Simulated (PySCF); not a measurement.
# Optical rotation: `C[C@@]1(C#N)CC[C@H]1Br`, C₆H₈BrN

Molfile (atoms numbered from 1):
```
C6H8BrN
     RDKit          3D

 16 16  0  0  0  0  0  0  0  0999 V2000
   -1.4768   -0.7371   -0.4225 C   0  0  0  0  0  0  0  0  0  0  0  0
   -0.4688    0.2409    0.1665 C   0  0  1  0  0  0  0  0  0  0  0  0
   -1.1528    1.3564    0.7695 C   0  0  0  0  0  0  0  0  0  0  0  0
   -1.6691    2.2557    1.2514 N   0  0  0  0  0  0  0  0  0  0  0  0
    0.5989   -0.4234    1.0757 C   0  0  0  0  0  0  0  0  0  0  0  0
    1.6450   -0.2569   -0.0361 C   0  0  0  0  0  0  0  0  0  0  0  0
    0.6860    0.6797   -0.7716 C   0  0  1  0  0  0  0  0  0  0  0  0
    0.4574    0.3739   -2.6838 Br  0  0  0  0  0  0  0  0  0  0  0  0
   -2.0892   -0.2464   -1.1772 H   0  0  0  0  0  0  0  0  0  0  0  0
   -2.1300   -1.1123    0.3633 H   0  0  0  0  0  0  0  0  0  0  0  0
   -0.9616   -1.5768   -0.8835 H   0  0  0  0  0  0  0  0  0  0  0  0
    0.3700   -1.4459    1.3658 H   0  0  0  0  0  0  0  0  0  0  0  0
    0.8184    0.1638    1.9654 H   0  0  0  0  0  0  0  0  0  0  0  0
    2.5977    0.1821    0.2522 H   0  0  0  0  0  0  0  0  0  0  0  0
    1.8315   -1.1807   -0.5803 H   0  0  0  0  0  0  0  0  0  0  0  0
    0.9357    1.7358   -0.6662 H   0  0  0  0  0  0  0  0  0  0  0  0
  1  2  1  0
  2  3  1  1
  3  4  3  0
  2  5  1  0
  5  6  1  0
  6  7  1  0
  7  8  1  0
  7  2  1  0
  1  9  1  0
  1 10  1  0
  1 11  1  0
  5 12  1  0
  5 13  1  0
  6 14  1  0
  6 15  1  0
  7 16  1  6
M  END
```

The calculation used PySCF 2.14.0, TDDFT wB97X-D/def2-SVPD circular dichroism and optical rotation, one conformer, gas phase. Geometry: GFN2-xTB.

The calculation is non-relativistic, which matters for the atoms heavier than Zn.

Stereocentres: C2 S, C7 R.

(1) What is the specific rotation at 633, 589.3, 546, 436, 405, 365, 355 nm?

(2) And for the mirror image at 589.3 nm?

(3) What is the molar rotation [Φ] = [α]·M/100 of the geometry above at 589.3 nm?

## Answers

(1) [α] in deg dm⁻¹ (g/mL)⁻¹:
```csv
λ (nm),origin-invariant length gauge,modified velocity gauge,length gauge (centre of mass),isotropic polarisability (au)
633,-85.0,-87.2,-84.7,93.4
589.3,-99.5,-102.0,-99.1,93.7
546,-117.9,-120.9,-117.5,94.1
436,-198.7,-203.5,-198.0,95.7
405,-237.9,-243.5,-237.1,96.4
365,-309.9,-316.8,-308.9,97.7
355,-333.4,-340.7,-332.4,98.1
```

(2) +99.5 deg dm⁻¹ (g/mL)⁻¹ (origin-invariant length gauge): the same size and the opposite sign.

(3) With M = 174.04 g/mol, -173.1 deg cm² dmol⁻¹ (origin-invariant length gauge).

The first excitation lies at 6.13 eV (202 nm) with R = -1.2 × 10⁻⁴⁰ esu² cm² (velocity form).
